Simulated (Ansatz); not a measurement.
System: 4-selanylbutan-1-ol, C$_{4}$H$_{10}$OSe, charge 0, multiplicity 1. 
Geometry from a B3LYP-D3(BJ)/def2-TZVP (Ansatz, an electronic-structure program) optimisation:
```
C
H 1 1.0917
H 1 1.0930 2 106.40
C 1 1.5194 2 109.83 3 118.42
H 4 1.0889 1 111.72 2 61.54
H 4 1.0910 5 107.67 1 -122.66
C 1 1.5289 2 109.15 3 -118.21
H 7 1.0955 1 109.97 2 176.12
H 7 1.0969 8 106.18 1 -118.85
C 7 1.5237 8 108.42 9 -116.97
H 10 1.0917 7 110.13 8 -66.38
H 10 1.0965 11 107.51 7 -119.78
O 10 1.4249 11 105.29 12 -117.95
H 13 0.9634 10 108.48 11 174.51
Se 4 1.9777 5 107.75 6 -111.24
H 15 1.4723 4 94.87 5 -63.41
```

Basis-set convergence of Hartree-Fock and CCSD correlation energies (hartree) with Ansatz. Cores are frozen in the correlated levels unless marked. Spin-orbit coupling is left out. The frozen core is the preceding noble-gas configuration, with the filled d and f shells of earlier blocks. No relativistic terms.

| basis | functions | E(HF) | E(corr, CCSD) |
|---|---|---|---|
| cc-pVDZ | 147 | -2631.97355 | -0.95242 |
| cc-pVTZ | 333 | -2632.11939 | -1.15856 |
| cc-pVQZ | 643 | -2632.13893 | -1.22303 |

Extrapolating the two largest sets (X = 3 and 4) as X^-3: E(corr) = (64·(-1.22303) - 27·(-1.15856))/37 = -1.2701 Eh, an estimate of the basis-set limit. The largest set recovers 96.3 % of it, the smallest 75.0 %.
